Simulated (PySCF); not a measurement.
Simulation results for CH4BGeN, CH4GeO, AlClGeH2N, AlClGeH3 and others

Calculation on a computer-drawn molecule: the log of a Hartree-Fock and frozen-core CCSD(T) single point meant for a local Hartree-Fock minimum, with one planted fault or none, to be diagnosed. Offsets are logged minus clean, where the clean run is the same molecule without the fault. The reference is restricted for singlets and unrestricted otherwise, and also for a bond in bohr or an excited solution. Adding or removing an electron swaps singlet and doublet. The excited solution moves the top pair (singlet) or top alpha electron (doublet) to the lowest empty orbital. Highest occupied and lowest empty are orbital energies over both spins, largest force is the largest gradient component, triples share is (T) over the correlation energy, the T1 limit is 0.02 restricted and 0.045 unrestricted, electrons count all cores, a negative frequency is imaginary (commonest isotopes), and the dipole is about the centre of nuclear charge; on germanium a core potential holds 10 electrons, which the energies leave out, and 3d is frozen in MP2 and coupled-cluster steps. Program: PySCF 2.14.0.

Common to all runs: meant multiplicity 1; meant basis and core potential on germanium cc-pVDZ-PP ECP10MDF; logged SCF converged yes; possible faults no fault, one electron removed, one electron added, multiplicity raised by two, geometry at a saddle point, SCF held on an excited solution, minimal basis STO-3G, one bond length entered in bohr, all coordinates scaled.

(1) 
```xyz
8
formula=CH4BGeN meant_charge=0 meant_basis=cc-pVDZ logged_electrons=54 logged_basis_functions=85 logged_spin_squared=0 logged_highest_occupied=-5.9856 logged_lowest_empty=-2.4088 logged_largest_force=0.082293 logged_dipole_magnitude=1.7191 logged_SCF_stable_within_its_kind=no logged_energy_HF=-412.49148 planted_fault=SCF_held_on_an_excited_solution HF_energy_offset_from_clean_run=126.9
C      0.1088     1.2929     1.3551
Ge    -1.1539     0.0782     2.3277
B     -1.6867    -1.0947     0.6394
N     -2.0362    -1.8110    -0.3013
H      0.9126     0.7109     0.8920
H      0.5450     2.0297     2.0313
H     -0.4159     1.8141     0.5473
H     -2.3128    -2.3816    -1.0559
```

Units: logged_highest_occupied, logged_lowest_empty in eV; logged_largest_force in hartree/bohr; logged_dipole_magnitude in debye; logged_energy_HF in hartree; HF_energy_offset_from_clean_run in kcal/mol.

Drawn bonds:
```
atom  other atom  order
   1           2      1
   2           3      1
   3           4      2
   1           5      1
   1           6      1
   1           7      1
   4           8      1
```

Notes: coupled-cluster numbers left out as unreliable.

(2) 
```xyz
7
formula=CH4GeO meant_charge=0 meant_basis=cc-pVDZ logged_electrons=50 logged_basis_functions=71 logged_spin_squared=0.8401 logged_highest_occupied=-9.3008 logged_lowest_empty=1.0618 logged_largest_force=0.010884 logged_T1_diagnostic=0.063837 logged_D1_diagnostic=0.29709 logged_triples_share=0.039868 logged_CC_converged=yes logged_dipole_magnitude=2.2861 logged_SCF_stable_within_its_kind=yes logged_energy_HF=-408.32399 logged_energy_CCSD(T)=-408.77646 planted_fault=one_bond_length_entered_in_bohr,row_6_of_the_drawn_bonds HF_energy_offset_from_clean_run=77.92 CCSD(T)_energy_offset_from_clean_run=82.94
C     -0.4899     0.5258    -1.6641
Ge    -1.2115    -0.1623     0.0797
O     -2.4649     1.0870     0.3349
H     -0.1005     1.5428    -1.5331
H     -1.2893     0.5707    -2.4136
H      0.3141    -0.1041    -2.0528
H     -2.6339     2.3719    -0.9007
```

Units: logged_highest_occupied, logged_lowest_empty in eV; logged_largest_force in hartree/bohr; logged_dipole_magnitude in debye; logged_energy_HF, logged_energy_CCSD(T) in hartree; HF_energy_offset_from_clean_run, CCSD(T)_energy_offset_from_clean_run in kcal/mol.

Drawn bonds:
```
atom  other atom  order
   1           2      1
   2           3      1
   1           4      1
   1           5      1
   1           6      1
   3           7      1
```

Notes: T1 above single-reference limit.

(3) 
```xyz
6
formula=AlClGeH2N meant_charge=1 meant_basis=cc-pV(D+d)Z logged_electrons=70 logged_basis_functions=93 logged_spin_squared=0 logged_highest_occupied=-15.474 logged_lowest_empty=-3.8761 logged_largest_force=7.13e-06 logged_lowest_frequency=67.293 logged_T1_diagnostic=0.017868 logged_D1_diagnostic=0.054092 logged_triples_share=0.031885 logged_CC_converged=yes logged_dipole_magnitude=1.5754 logged_SCF_stable_within_its_kind=yes logged_energy_HF=-1050.22337 logged_energy_CCSD(T)=-1050.69657 planted_fault=no_fault HF_energy_offset_from_clean_run=0 CCSD(T)_energy_offset_from_clean_run=0
Cl     2.3104    -3.6678    -1.5874
Al     1.4239    -2.1930    -0.5237
N      0.7019    -0.9916     0.3426
Ge    -0.0392     0.2403     1.2324
H     -1.5388     0.4356     1.1842
H      0.7816     1.1733     2.0955
```

Units: logged_highest_occupied, logged_lowest_empty in eV; logged_largest_force in hartree/bohr; logged_lowest_frequency in cm⁻¹; logged_dipole_magnitude in debye; logged_energy_HF, logged_energy_CCSD(T) in hartree; HF_energy_offset_from_clean_run, CCSD(T)_energy_offset_from_clean_run in kcal/mol.

Drawn bonds:
```
atom  other atom  order
   1           2      1
   2           3      1
   3           4      2
   4           5      1
   4           6      1
```

(4) 
```xyz
6
formula=AlClGeH3 meant_charge=1 meant_basis=cc-pV(D+d)Z logged_electrons=64 logged_basis_functions=84 logged_spin_squared=0 logged_highest_occupied=-16.353 logged_lowest_empty=-5.8422 logged_largest_force=0.068088 logged_T1_diagnostic=0.011387 logged_D1_diagnostic=0.025739 logged_triples_share=0.021438 logged_CC_converged=yes logged_dipole_magnitude=3.4511 logged_SCF_stable_within_its_kind=yes logged_energy_HF=-996.3081 logged_energy_CCSD(T)=-996.62342 planted_fault=all_coordinates_scaled,by_-7.6_% HF_energy_offset_from_clean_run=21.06 CCSD(T)_energy_offset_from_clean_run=22.83
Cl    -0.3547     1.8380    -0.2844
Al     1.1194     0.7952    -0.8980
Ge     1.4862    -0.8665     0.7830
H      1.9688     0.8018    -2.0471
H      0.8636    -2.1298     0.8297
H      2.2976    -0.7048     1.9236
```

Units: logged_highest_occupied, logged_lowest_empty in eV; logged_largest_force in hartree/bohr; logged_dipole_magnitude in debye; logged_energy_HF, logged_energy_CCSD(T) in hartree; HF_energy_offset_from_clean_run, CCSD(T)_energy_offset_from_clean_run in kcal/mol.

Drawn bonds:
```
atom  other atom  order
   1           2      1
   2           3      1
   2           4      1
   3           5      1
   3           6      1
```

(5) 
```xyz
5
formula=AlClGeHN meant_charge=0 meant_basis=cc-pV(D+d)Z logged_electrons=71 logged_basis_functions=88 logged_spin_squared=0.8133 logged_highest_occupied=-0.77379 logged_lowest_empty=5.3003 logged_largest_force=0.065615 logged_T1_diagnostic=0.024755 logged_D1_diagnostic=0.093944 logged_triples_share=0.03899 logged_CC_converged=yes logged_dipole_magnitude=1.2735 logged_SCF_stable_within_its_kind=yes logged_energy_HF=-1049.8494 logged_energy_CCSD(T)=-1050.34945 planted_fault=one_electron_added HF_energy_offset_from_clean_run=0.1376 CCSD(T)_energy_offset_from_clean_run=-9.61
Cl     1.4413     2.2228    -1.2679
Al     1.5539     1.4572     0.6468
N      1.6498     0.8333     2.1414
Ge     1.8146    -0.0341     3.7131
H      1.3876     1.1647     4.6995
```

Units: logged_highest_occupied, logged_lowest_empty in eV; logged_largest_force in hartree/bohr; logged_dipole_magnitude in debye; logged_energy_HF, logged_energy_CCSD(T) in hartree; HF_energy_offset_from_clean_run, CCSD(T)_energy_offset_from_clean_run in kcal/mol.

Drawn bonds:
```
atom  other atom  order
   1           2      1
   2           3      2
   3           4      1
   4           5      1
```

(6) 
```xyz
4
formula=ClGeH2 meant_charge=1 meant_basis=cc-pV(D+d)Z logged_electrons=50 logged_basis_functions=56 logged_spin_squared=0 logged_highest_occupied=-18.718 logged_lowest_empty=-6.2298 logged_largest_force=1.017e-05 logged_lowest_frequency=530.47 logged_T1_diagnostic=0.016353 logged_D1_diagnostic=0.04978 logged_triples_share=0.02592 logged_CC_converged=yes logged_dipole_magnitude=3.509 logged_SCF_stable_within_its_kind=yes logged_energy_HF=-753.77259 logged_energy_CCSD(T)=-754.02345 planted_fault=no_fault HF_energy_offset_from_clean_run=0 CCSD(T)_energy_offset_from_clean_run=0
Cl    -0.5377     3.0401    -2.9161
Ge     0.1282     2.1249    -1.2034
H      1.5297     1.5735    -1.2280
H     -0.8322     2.0701    -0.0443
```

Units: logged_highest_occupied, logged_lowest_empty in eV; logged_largest_force in hartree/bohr; logged_lowest_frequency in cm⁻¹; logged_dipole_magnitude in debye; logged_energy_HF, logged_energy_CCSD(T) in hartree; HF_energy_offset_from_clean_run, CCSD(T)_energy_offset_from_clean_run in kcal/mol.

Drawn bonds:
```
atom  other atom  order
   1           2      1
   2           3      1
   2           4      1
```

(7) 
```xyz
8
formula=ClGe2H4N meant_charge=0 meant_basis=cc-pV(D+d)Z logged_electrons=92 logged_basis_functions=103 logged_spin_squared=0 logged_highest_occupied=-5.4552 logged_lowest_empty=-3.1792 logged_largest_force=0.067991 logged_CC_converged=no logged_dipole_magnitude=2.8963 logged_SCF_stable_within_its_kind=no logged_energy_HF=-1102.7928 planted_fault=SCF_held_on_an_excited_solution HF_energy_offset_from_clean_run=185.9
Cl     0.0446     0.8625    -1.2210
Ge     0.5322     2.7548    -0.2422
N      1.9806     2.5304     0.8473
Ge     2.1212     2.1312     2.6394
H     -0.6810     3.1348     0.5841
H      0.8548     3.7161    -1.3786
H      2.8590     2.5309     0.3547
H      0.5569     2.1972     2.9100
```

Units: logged_highest_occupied, logged_lowest_empty in eV; logged_largest_force in hartree/bohr; logged_dipole_magnitude in debye; logged_energy_HF in hartree; HF_energy_offset_from_clean_run in kcal/mol.

Drawn bonds:
```
atom  other atom  order
   1           2      1
   2           3      1
   3           4      1
   2           5      1
   2           6      1
   3           7      1
   4           8      1
```

Notes: CCSD not converged.

(8) 
```xyz
8
formula=ClGe2H4N meant_charge=0 meant_basis=cc-pV(D+d)Z logged_electrons=92 logged_basis_functions=103 logged_spin_squared=0.7667 logged_highest_occupied=-9.3149 logged_lowest_empty=0.87722 logged_largest_force=0.020455 logged_T1_diagnostic=0.054405 logged_D1_diagnostic=0.27235 logged_triples_share=0.037796 logged_CC_converged=yes logged_dipole_magnitude=2.443 logged_SCF_stable_within_its_kind=yes logged_energy_HF=-1102.95259 logged_energy_CCSD(T)=-1103.497 planted_fault=one_bond_length_entered_in_bohr,row_6_of_the_drawn_bonds HF_energy_offset_from_clean_run=85.68 CCSD(T)_energy_offset_from_clean_run=87.32
Cl     0.0446     0.8625    -1.2210
Ge     0.5322     2.7548    -0.2422
N      1.9806     2.5304     0.8473
Ge     2.1212     2.1312     2.6394
H     -0.6810     3.1348     0.5841
H      0.8548     3.7161    -1.3786
H      3.6405     2.5313    -0.0836
H      0.5569     2.1972     2.9100
```

Units: logged_highest_occupied, logged_lowest_empty in eV; logged_largest_force in hartree/bohr; logged_dipole_magnitude in debye; logged_energy_HF, logged_energy_CCSD(T) in hartree; HF_energy_offset_from_clean_run, CCSD(T)_energy_offset_from_clean_run in kcal/mol.

Drawn bonds:
```
atom  other atom  order
   1           2      1
   2           3      1
   3           4      1
   2           5      1
   2           6      1
   3           7      1
   4           8      1
```

Notes: T1 above single-reference limit.

(9) 
```xyz
7
formula=ClGe2H3O meant_charge=0 meant_basis=cc-pV(D+d)Z logged_electrons=92 logged_basis_functions=98 logged_spin_squared=2.0151 logged_highest_occupied=-7.6783 logged_lowest_empty=-0.69331 logged_largest_force=0.028749 logged_T1_diagnostic=0.018528 logged_D1_diagnostic=0.08314 logged_triples_share=0.025702 logged_CC_converged=yes logged_dipole_magnitude=2.3847 logged_SCF_stable_within_its_kind=yes logged_energy_HF=-1122.87306 logged_energy_CCSD(T)=-1123.40361 planted_fault=multiplicity_raised_by_two HF_energy_offset_from_clean_run=38.44 CCSD(T)_energy_offset_from_clean_run=50.93
Cl    -1.3917    -1.9082     0.3359
Ge     0.3203    -0.6089     0.0135
O     -0.1507     0.6124    -1.1551
Ge    -1.3178     1.9675    -1.2731
H      1.4233    -1.4595    -0.5877
H      0.6430     0.0240     1.3581
H     -1.7679     1.9609     0.2657
```

Units: logged_highest_occupied, logged_lowest_empty in eV; logged_largest_force in hartree/bohr; logged_dipole_magnitude in debye; logged_energy_HF, logged_energy_CCSD(T) in hartree; HF_energy_offset_from_clean_run, CCSD(T)_energy_offset_from_clean_run in kcal/mol.

Drawn bonds:
```
atom  other atom  order
   1           2      1
   2           3      1
   3           4      1
   2           5      1
   2           6      1
   4           7      1
```

(10) 
```xyz
7
formula=ClGe2H3O meant_charge=0 meant_basis=cc-pV(D+d)Z logged_electrons=92 logged_basis_functions=98 logged_spin_squared=0 logged_highest_occupied=-9.4519 logged_lowest_empty=0.66354 logged_largest_force=6.445e-06 logged_lowest_frequency=41.55 logged_T1_diagnostic=0.016132 logged_D1_diagnostic=0.057455 logged_triples_share=0.025817 logged_CC_converged=yes logged_dipole_magnitude=2.1531 logged_SCF_stable_within_its_kind=yes logged_energy_HF=-1122.93432 logged_energy_CCSD(T)=-1123.48478 planted_fault=no_fault HF_energy_offset_from_clean_run=0 CCSD(T)_energy_offset_from_clean_run=0
Cl    -1.3917    -1.9082     0.3359
Ge     0.3203    -0.6089     0.0135
O     -0.1507     0.6124    -1.1551
Ge    -1.3178     1.9675    -1.2731
H      1.4233    -1.4595    -0.5877
H      0.6430     0.0240     1.3581
H     -1.7679     1.9609     0.2657
```

Units: logged_highest_occupied, logged_lowest_empty in eV; logged_largest_force in hartree/bohr; logged_lowest_frequency in cm⁻¹; logged_dipole_magnitude in debye; logged_energy_HF, logged_energy_CCSD(T) in hartree; HF_energy_offset_from_clean_run, CCSD(T)_energy_offset_from_clean_run in kcal/mol.

Drawn bonds:
```
atom  other atom  order
   1           2      1
   2           3      1
   3           4      1
   2           5      1
   2           6      1
   4           7      1
```
